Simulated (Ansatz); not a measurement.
```yaml
crystal:
  periodic: [false, false, false]
  atoms:
    - {symbol: C, position_ang: [1.402697, -2.123583, -1.257914]}
    - {symbol: C, position_ang: [0.667823, -0.974473, -0.667726]}
    - {symbol: C, position_ang: [-0.682333, -0.753654, -0.908621]}
    - {symbol: C, position_ang: [-1.331245, 0.239446, -0.185828]}
    - {symbol: C, position_ang: [-2.803979, 0.430686, -0.243645]}
    - {symbol: O, position_ang: [-0.703393, 1.025744, 0.600522]}
    - {symbol: B, position_ang: [0.821598, 1.139701, 0.560594]}
    - {symbol: C, position_ang: [1.390423, 1.509316, 1.989475]}
    - {symbol: F, position_ang: [1.112117, 2.023775, -0.460725]}
    - {symbol: O, position_ang: [1.350707, -0.221421, 0.105246]}
    - {symbol: H, position_ang: [1.048074, -2.777285, -1.531025]}
    - {symbol: H, position_ang: [0.748074, -2.777285, -1.831025]}
    - {symbol: H, position_ang: [1.888245, -2.690439, -0.460663]}
    - {symbol: H, position_ang: [-1.238712, -1.412424, -1.557253]}
    - {symbol: H, position_ang: [-3.290965, -0.324069, -0.858077]}
    - {symbol: H, position_ang: [-3.014947, 1.423534, -0.649486]}
    - {symbol: H, position_ang: [-3.212068, 0.405052, 0.769048]}
    - {symbol: H, position_ang: [2.480960, 1.581969, 1.962161]}
    - {symbol: H, position_ang: [1.124168, 0.769205, 2.749168]}
    - {symbol: H, position_ang: [1.004731, 2.478169, 2.317911]}
basis:
  gaussian: {orbitals: cc-pVTZ}
hamiltonian: {xc: {name: B2GP-PLYP}}
```

```sh
$ ansatz run in.yaml --threads 4 --pin off --events-out ev --progress --plain --max-ram 66560MiB --backend cuda --devices 0, --max-vram 37GiB
```

Output, abridged:

```
Functional definition: B2GP-PLYP
2543 factors; integrals over basis functions are off by at most 1.2e-3 eV
mean field evaluation 1: about -13824.2948 eV, gradient 6.9e1 eV
mean field evaluation 2: about -13824.6591 eV, gradient 6.9e1 eV
mean field evaluation 4: about -13833.9678 eV, gradient 8.1e0 eV
mean field evaluation 8: about -13834.0994 eV, gradient 7.2e-1 eV
mean field evaluation 16: about -13834.1003 eV, gradient 7.6e-4 eV
mean field -13834.10034733 eV, -508.3938106744 hartree, gradient 1.3e-6 eV, S^2 0.000000; 0 other end points of the search recorded, 0 dependent functions left out
10 core orbitals not correlated: weight in the atoms' cores, before any rotation towards them, 1.000 or more for the frozen orbitals, at most 0.000 for the correlated occupied ones
reference -13834.10050319 eV, -508.3938164021 hartree; 28, 28 occupied and 402, 402 virtual orbitals, 2543 factors
second order -56.59326232 eV of doubles, -0.00000000 eV of singles
Total energy: -13854.47407762 eV, -509.1425314529 hartree
```

Question: Something in this input is off. What?

Answer: One atom was put on top of another. The run converged. The result belongs to that input, not to the molecule as meant.
